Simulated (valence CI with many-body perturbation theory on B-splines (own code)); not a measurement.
**Nb XI: electric-dipole lines**

Computed by valence CI with perturbative core correlation (CI+MBPT): three valence electrons over a frozen Dirac-Fock core [Ar] 3d10, a basis of 11 s, 11 p, 9 d, 7 f, 5 g, 2 h, 1 i functions for each j, with the one-electron correlation potential Σ1, the two-electron term Σ2, the three-electron term Σ3, Breit, model QED; selected CI, second order for the rest, scaled by the run's own slope (own B-spline code, finite nucleus).

No measured spectrum was set against this ion. As an estimate, levels hold to about 250 cm⁻¹ or 0.2 % of their energy and the worst to 1 %, as in measured heavy ions of charge 2 to 7; those with d or f electrons hold less well.

Lines 1 to 50 of 266 in falling wavelength, among levels below 872360 cm⁻¹, chosen from the strongest by gf and those to the six lowest levels. Wavelengths and rates use the calculated energies, so an error of 900 cm⁻¹ moves a line at 111.7 nm by 1 % and its rate by three times that or more. Electric multipoles are in the length gauge, E1 and E2 with the static RPA response of the core. Weak lines are less certain than strong ones. Lines between different terms over intervals too small for the method are left out, as are lines whose strength nearly cancels. Where a level lies close to another of its J and parity, the split of strength between their lines is uncertain. The highest levels of a list are the least certain.

Names give the largest LS component (configuration and term), which can be under half, so a name can repeat, a term be missing and a line seem to break the LS rules; names also repeat where a configuration has a term twice. Letters in brackets count levels of one name in rising energy.

```
λ vac (nm)                 Upper                 Lower   A (s⁻¹)  log gf  Branch %
     111.7        4s2 5p 2P°_1/2         4s2 5s 2S_1/2  1.43e+09   -0.27       4.3
     101.7        4s2 5p 2P°_3/2         4s2 5s 2S_1/2  1.88e+09    0.07       5.7
     63.21         4s 4p2 4P_1/2        4s2 4p 2P°_3/2  2.60e+07   -2.51      17.0
     61.09           4p3 2D°_5/2         4s 4p2 2P_3/2  1.32e+09   -0.35      17.4
     59.01         4s 4p2 4P_3/2        4s2 4p 2P°_3/2  2.31e+07   -2.32      88.8
     58.24     4p2 4d 2F_7/2 [a]  4s 4p 4d 2F°_7/2 [a]  5.15e+08   -0.68       7.3
     57.47         4p2 4d 2G_7/2  4s 4p 4d 2F°_5/2 [b]  1.10e+09   -0.36      13.0
     55.59         4p2 4d 4F_9/2  4s 4p 4d 2F°_7/2 [a]  3.71e+08   -0.76       3.8
     55.41         4s 4p2 4P_5/2        4s2 4p 2P°_3/2  1.38e+08   -1.42     100.0
     55.27       4p3 4S°_3/2 [a]         4s 4p2 2S_1/2  9.14e+08   -0.78       4.5
     55.05     4p2 4d 2F_5/2 [a]  4s 4p 4d 2F°_5/2 [a]  1.04e+09   -0.55      12.2
     54.91         4s 4p2 4P_1/2        4s2 4p 2P°_1/2  1.27e+08   -1.94      83.0
     54.50         4p2 4d 4F_5/2  4s 4p 4d 2F°_5/2 [a]  6.33e+08   -0.77       7.1
     53.78         4p2 4d 2G_9/2  4s 4p 4d 2F°_7/2 [b]  1.54e+09   -0.18      25.1
     53.73     4p2 4d 2F_5/2 [b]  4s 4p 4d 2P°_3/2 [b]  6.24e+08   -0.79       0.7
     52.83     4p2 4d 2F_7/2 [b]  4s 4p 4d 2D°_5/2 [b]  1.01e+09   -0.47       1.1
     51.71         4s 4p2 4P_3/2        4s2 4p 2P°_1/2  2.91e+06   -3.33      11.2
     51.29     4p2 4d 2P_1/2 [b]  4s 4p 4d 2D°_3/2 [b]  3.40e+09   -0.57       5.6
     50.12         4p2 4d 4D_7/2  4s 4p 4d 2F°_7/2 [a]  5.86e+08   -0.75       5.1
     49.08         4p2 4d 2G_9/2  4s 4p 4d 2F°_7/2 [a]  1.39e+09   -0.30      22.8
     48.92           4p3 2P°_1/2         4s 4p2 2P_1/2  4.75e+09   -0.47      26.0
     48.31         4p2 4d 4F_3/2      4s 4p 4d 4D°_1/2  1.54e+09   -0.67      12.0
     48.28     4p2 4d 2F_7/2 [a]      4s 4p 4d 4D°_5/2  1.27e+09   -0.45      18.1
     47.94           4p3 2P°_3/2         4s 4p2 2P_3/2  4.72e+09   -0.19      25.9
     47.29         4p2 4d 2G_7/2  4s 4p 4d 2F°_5/2 [a]  8.20e+08   -0.66       9.6
     47.28  4s 4p 4d 2F°_5/2 [a]         4s2 4d 2D_5/2  8.06e+08   -0.79       3.0
     46.73     4p2 4d 2F_5/2 [b]  4s 4p 4d 2F°_5/2 [b]  1.44e+09   -0.55       1.5
     46.67         4p2 4d 4D_1/2      4s 4p 4d 4P°_1/2  2.68e+09   -0.76      15.2
     46.61         4p2 4d 4F_9/2      4s 4p 4d 4D°_7/2  1.56e+09   -0.30      16.0
     46.60     4p2 4d 2F_5/2 [a]  4s 4p 4d 4D°_3/2 [a]  1.46e+09   -0.55      17.1
     46.51  4s 4p 4d 2F°_5/2 [a]         4s2 4d 2D_3/2  1.03e+09   -0.70       3.8
     46.46       4p3 4S°_3/2 [a]         4s 4p2 2D_3/2  1.29e+09   -0.78       6.3
     46.08         4s 4p2 2D_3/2        4s2 4p 2P°_3/2  2.88e+06   -3.44       0.1
     45.69     4p2 4d 2P_3/2 [b]  4s 4p 4d 2D°_5/2 [a]  2.64e+09   -0.48       9.9
     45.60         4p2 4d 4D_5/2  4s 4p 4d 2D°_3/2 [a]  8.70e+08   -0.79       4.7
     45.22       4p3 4S°_3/2 [b]         4s 4p2 2D_5/2  1.49e+09   -0.74       7.3
     45.17     4p2 4d 2F_7/2 [b]  4s 4p 4d 2F°_7/2 [b]  2.10e+09   -0.29       2.4
     45.04         4p2 4d 4D_5/2      4s 4p 4d 4D°_5/2  8.95e+08   -0.79       4.9
     45.01         4s 4p2 2D_5/2        4s2 4p 2P°_3/2  2.69e+09   -0.31     100.0
     44.80           4p3 2D°_5/2         4s 4p2 2D_5/2  4.79e+09   -0.06      63.4
     44.48         4p2 4d 2G_7/2  4s 4p 4d 2D°_5/2 [a]  9.65e+08   -0.64      11.3
     44.19       4p3 4S°_3/2 [b]         4s 4p2 2D_3/2  1.80e+09   -0.68       8.9
     43.90         4p2 4d 4F_7/2      4s 4p 4d 4P°_5/2  2.74e+09   -0.20      26.0
     43.79           4p3 2D°_5/2         4s 4p2 2D_3/2  8.05e+08   -0.86      10.7
     43.66  4s 4p 4d 2F°_7/2 [a]         4s2 4d 2D_5/2  2.58e+09   -0.23      10.9
     43.39         4p2 4d 4D_7/2  4s 4p 4d 2D°_5/2 [a]  1.59e+09   -0.44      13.9
     42.70         4p2 4d 4D_7/2      4s 4p 4d 4D°_7/2  9.48e+08   -0.68       8.3
     42.52         4p2 4d 4F_7/2      4s 4p 4d 4F°_9/2  3.90e+09   -0.07      37.0
     42.43     4p2 4d 2P_1/2 [a]  4s 4p 4d 2D°_3/2 [a]  4.91e+09   -0.58      14.6
     42.17     4p2 4d 2F_5/2 [a]      4s 4p 4d 4F°_7/2  3.02e+09   -0.32      35.4
```
